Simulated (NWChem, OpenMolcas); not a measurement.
A ladder of methods for CH7BNP (SMILES CB(N)P)

The species is CH7BNP (11 atoms), meant as a singlet with charge 0. As SMILES, `CB(N)P`. Geometry: relaxed at PBE0-D4/def2-TZVP. This is one conformer, not always the lowest.

```jsonl
{"atom": "C", "x (Å)": "-1.0932", "y (Å)": "0.9226", "z (Å)": "-0.1280"}
{"atom": "B", "x (Å)": "0.0029", "y (Å)": "-0.1798", "z (Å)": "0.1119"}
{"atom": "N", "x (Å)": "0.4271", "y (Å)": "-0.4959", "z (Å)": "1.4014"}
{"atom": "P", "x (Å)": "0.6709", "y (Å)": "-1.2049", "z (Å)": "-1.3891"}
{"atom": "H", "x (Å)": "-1.9035", "y (Å)": "0.5532", "z (Å)": "-0.7637"}
{"atom": "H", "x (Å)": "-1.5370", "y (Å)": "1.2993", "z (Å)": "0.7983"}
{"atom": "H", "x (Å)": "-0.6596", "y (Å)": "1.7766", "z (Å)": "-0.6592"}
{"atom": "H", "x (Å)": "1.1341", "y (Å)": "-1.1792", "z (Å)": "1.6110"}
{"atom": "H", "x (Å)": "0.0433", "y (Å)": "-0.0498", "z (Å)": "2.2184"}
{"atom": "H", "x (Å)": "2.0072", "y (Å)": "-1.3933", "z (Å)": "-0.9488"}
{"atom": "H", "x (Å)": "0.9733", "y (Å)": "-0.1057", "z (Å)": "-2.2314"}
```

Each level gives the dipole moment (D). The values are calculated.

```json
{"level": "HF/def2-SVP", "kind": "Hartree–Fock", "program": "NWChem", "value (D)": "2.48"}
{"level": "SVWN5/def2-SVP", "kind": "LDA", "program": "OpenMolcas", "value (D)": "2.55"}
{"level": "revPBE/def2-SVP", "kind": "GGA", "program": "OpenMolcas", "value (D)": "2.54"}
{"level": "r2SCAN/def2-SVP", "kind": "meta-GGA", "program": "OpenMolcas", "value (D)": "2.57"}
{"level": "B3LYP/def2-SVP", "kind": "global hybrid", "program": "OpenMolcas", "value (D)": "2.47"}
{"level": "BHLYP/def2-SVP", "kind": "global hybrid", "program": "OpenMolcas", "value (D)": "2.46"}
{"level": "M06-2X/def2-SVP", "kind": "hybrid meta-GGA", "program": "OpenMolcas", "value (D)": "2.51"}
{"level": "PBE0/def2-SVP", "kind": "global hybrid", "program": "OpenMolcas", "value (D)": "2.55"}
```

The values span 2.46 to 2.57 D. Magnitudes only.
